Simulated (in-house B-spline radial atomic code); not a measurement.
# Ionising Cu5+ with different functionals

Computed with a B-spline radial code for spherical atoms: scalar-relativistic (spin-free X2C) Hamiltonian, Fermi nucleus of rms radius 3.8823 fm, spin-polarised at highest spin, spherical fractional occupations for the functionals, and exact exchange of hybrids averaged over the configuration. The ionisation energy is the difference of two self-consistent energies, [Ar] 3d6 → [Ar] 3d5, without Breit or QED terms; ε is the level of the shell that loses the electron (its least bound occupied spin orbital).

```tsv
method	rung	ΔSCF (eV)	-ε(3d) (eV)
PBE0	global hybrid	104.22	95.56
B3LYP	global hybrid	104.52	95.07
TPSSh	global hybrid	104.05	93.18
BHandHLYP	global hybrid	103.98	99.05
r2SCAN0	global hybrid	103.31	94.89
B97-1	global hybrid	104.32	95.04
HSE06	range-separated hybrid	104.22	95.13
wB97X	range-separated hybrid	104.06	97.71
CAM-B3LYP	range-separated hybrid	104.46	97.08
LC-wPBE	range-separated hybrid	104.54	97.79
```

(1) Among the functionals, which spreads more, the ΔSCF values or the orbital energies?

(2) How do they compare with the NIST value?

## Answers

(1) The orbital energies: ΔSCF values span about 1.23 eV and the orbital energies 5.87 eV; here energy differences depend much less on the functional than eigenvalues do.

(2) NIST lists 103 eV ± 1 (semi-empirical, ground level to ground level). Errors run from +0.31 to +1.54 eV; all lie within about twice that uncertainty, so the table can't rank the methods.
